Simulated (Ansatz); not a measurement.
C2H7NSi2, SMILES [SiH3][C@H]1N=C[SiH2]1.

The structure is a stationary point at ωB97X-D3(BJ)/def2-SVP. The structure was generated by enumeration; whether it is a known compound was not checked.

Two levels are set side by side: PBE/def2-SVPD (Ansatz, a program for electronic structure) and CAM-B3LYP/def2-SVPD (Ansatz). Energy differences of separate SCF runs at the same geometry; the states with an electron removed or added have multiplicity 2 and 2. Differences are taken from unrounded values.

```csv
quantity,CAM-B3LYP,PBE,PBE minus CAM-B3LYP
vertical ionisation energy (eV),9.11,8.82,-0.29
vertical singlet–triplet gap (eV),3.39,3.27,-0.12
```
